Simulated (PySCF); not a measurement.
# Peak assignment

Bonds (- single, = double, # triple, : aromatic): C1=C2, C2-P3, P3-C4, P3-C5, P3-C6, P3-C7, C7=C8. C1 carries H9, H10; C2 carries H11; C4 carries H12, H13, H14; C5 carries H15, H16, H17; C6 carries H18, H19, H20; C7 carries H21; C8 carries H22, H23. H10, H23 are cis to P3; H9, H22 are trans to P3.

- shielding tensors at PBE0/pcSseg-1 (GIAO)
- geometry from GFN2-xTB
- program: PySCF
- gas phase, one conformer, equivalent nuclei averaged, no relativistic terms

Referencing at the same level of theory: 13C (σref 186.93) and 1H (σref 31.72) against TMS.

Q: Assign these signals to the numbered atoms. 13C{1H} NMR (computed): δ 150.2 (CH), 122.6 (CH2), 36.9 (CH3), 32.6 (CH3), 27.6 (CH3).

A: 
```tsv
δ (ppm)	atoms	environment	reason
150.2	C2/C7	alkene CH	an sp2 carbon of a C=C bond
122.6	C1/C8	terminal =CH2 carbon	as expected for a trigonal carbon in a double bond
36.9	C4	methyl carbon bonded to P	–
32.6	C6	methyl carbon bonded to P	–
27.6	C5	methyl carbon bonded to P	–
```

Q: Assign these signals to the numbered atoms. 1H NMR (400 MHz, computed): δ 6.96 (m, 2H), 5.83 (m, 2H), 5.70 (m, 2H), 1.69 (m, 3H), 0.45 (m, 3H), 0.10 (m, 3H).

A: 
```tsv
δ (ppm)	atoms	environment	reason
6.96	H11/H21	hydrogen on an alkene CH	olefinic region
5.83	H9/H22	hydrogen on a terminal =CH2 carbon	a vinylic proton, deshielded by the sp2 carbon and the C=C anisotropy
5.70	H10/H23	hydrogen on a terminal =CH2 carbon	–
1.69	H15/H16/H17	hydrogen on a methyl carbon bonded to P	–
0.45	H12/H13/H14	hydrogen on a methyl carbon bonded to P	–
0.10	H18/H19/H20	hydrogen on a methyl carbon bonded to P	–
```

Splittings by 31P in the carbon and heteronuclear signals aren't shown, as no couplings were computed. Shifts are as computed. Against solution values, carbons near 30 ppm lie about +3 ppm off and those near 130 ppm about +5 ppm. Of 1211 compounds with measured shifts, 218 miss one by over three times the rms of a fit or turn the order of signals round; such compounds aren't used in these exercises. Multiplicities follow the n + 1 count of equivalent neighbours, as no J values were calculated; m marks all less simple cases, F and P coupling included.
